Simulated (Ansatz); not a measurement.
The cluster Pb3Se3, relaxed as a singlet with RKS r2SCAN-D4/def2-SVP in Ansatz, starting from the GFN1-xTB geometry. Force threshold 0.03 eV/Å.

In the def2 sets Pb takes a core potential; there is no spin–orbit coupling. The structure comes from a short search, and lower isomers may exist.

Start:

Cartesian coordinates in Å:
```
Pb -0.366 1.052 1.470
Pb 1.451 -0.964 -0.604
Pb -2.096 -0.165 -1.678
Se 2.134 0.165 1.709
Se 0.030 1.403 -1.333
Se -1.154 -1.490 0.436
```

```csv
step,energy (eV),largest force component (eV/Å),SCF passes
1,-211784.9864,0.941,20
2,-211785.0364,0.713,27
3,-211785.1113,0.260,21
4,-211785.1309,0.113,21
5,-211785.1330,0.014,21
```

Force components are those of the run's own axes.

End:

```
atom   x (Å)   y (Å)   z (Å)
 Pb1  -0.325   1.044   1.490
 Pb2   1.478  -0.954  -0.568
 Pb3  -2.128  -0.167  -1.703
 Se4   2.211   0.173   1.769
 Se5   0.004   1.467  -1.420
 Se6  -1.240  -1.563   0.431
```

By distances, no bond broke or formed. The bond that changes most is Pb1–Se5, from 2.85 to 2.96 Å (atoms count from 1).

No frequencies were taken in this run, so the end may be a saddle point.

It took 28 s on 4 threads of Arm Neoverse V2 on a shared host.
